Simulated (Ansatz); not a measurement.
ClF$_{3}$SW, SMILES `[F][W]([F])([F])(=[S])[Cl]`. Charge 0, multiplicity 1. Correlated methods include outer-core shells of W, which these sets cover unevenly. W takes the def2 core potential.

Z-matrix (Å, degrees):
```
W
F 1 1.853
F 1 1.850 2 84.6
Cl 1 2.270 2 146.7 3 -76.9
F 1 1.850 2 84.6 3 -153.7
S 1 2.090 2 107.4 3 103.1
```

(1) Give the diagnostics of a CCSD(T)/def2-TZVPP run (frozen core, the Gaussian-basis code of Ansatz). (An estimate is asked.)

Answers

(1) Ansatz gave: T1 = 0.0209, largest single amplitude 0.058, largest double 0.068, (T) share of the correlation energy 4.9 %, 14 CCSD cycles. The RHF solution is stable towards an unrestricted one. T1 lies over the customary mark of 0.02 for closed shells; compounds of d metals often pass it without a breakdown.
